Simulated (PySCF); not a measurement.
ClH5OSi2, SMILES O[Si@@H]([SiH3])Cl. Geometry: B3LYP-D3(BJ)/def2-SVP. The structure was generated by enumeration; whether it is a known compound was not checked. The values are those of a single conformer.

These are B3LYP-D3(BJ)/def2-SVP (PySCF) values and carry that method's errors.

Harmonic wavenumbers (cm⁻¹): 105, 113, 178, 218, 304, 410, 511, 528, 548, 743, 821, 841, 877, 932, 942, 947, 2207, 2218, 2225, 2233, 3852. Rotational constants (GHz): 4.111, 2.152, 1.551; symmetry number 1.

**Question.** Work out the zero-point energy and the ideal-gas rigid-rotor harmonic-oscillator thermochemistry at 298.15 K and 1 atm.

**Answer.** ZPE = ½ Σ hcν = ½ × 21753 cm⁻¹ = 130.11 kJ/mol. H − E(el) = 151.38 kJ/mol. Entropy in J/(mol K): translation 167.67, rotation 115.28, vibration 67.46, total 350.40. G − E(el) = 46.91 kJ/mol. Cp = 108.93 J/(mol K). Modes under 150 cm⁻¹ make the vibrational entropy uncertain.
